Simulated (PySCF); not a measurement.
Computed shifts of a molecule C2H6GeO, PySCF with PBE/pcSseg-1, GIAO, gas phase, equivalent atoms averaged, in ppm (number of nuclei): ¹³C: 147.0 (1), 143.3 (1). ¹H: 6.88 (1), 6.68 (1), 6.43 (1), 5.96 (1), 5.22 (1), 0.07 (1). References: ⁷³Ge against GeH4 (σ = 1614.4 ppm); ¹⁷O against H2O (σ = 334.3 ppm); ¹³C against TMS (σ = 182.0 ppm); ¹H against TMS (σ = 31.49 ppm), references at their B3LYP-D3(BJ)/def2-TZVP geometries, non-relativistic. Coordinates come from a PBE0-D3(BJ)/def2-SVP optimisation. The values are those of a single conformer.

### Question
Pick the molecule that these values belong to.
A) [CH2]1O[CH2][GeH2]1
B) C[C](=O)[GeH3]
C) C=[CH][GeH2][OH]
D) C1[CH2][GeH2][O]1

### Answer
C, C=[CH][GeH2][OH]
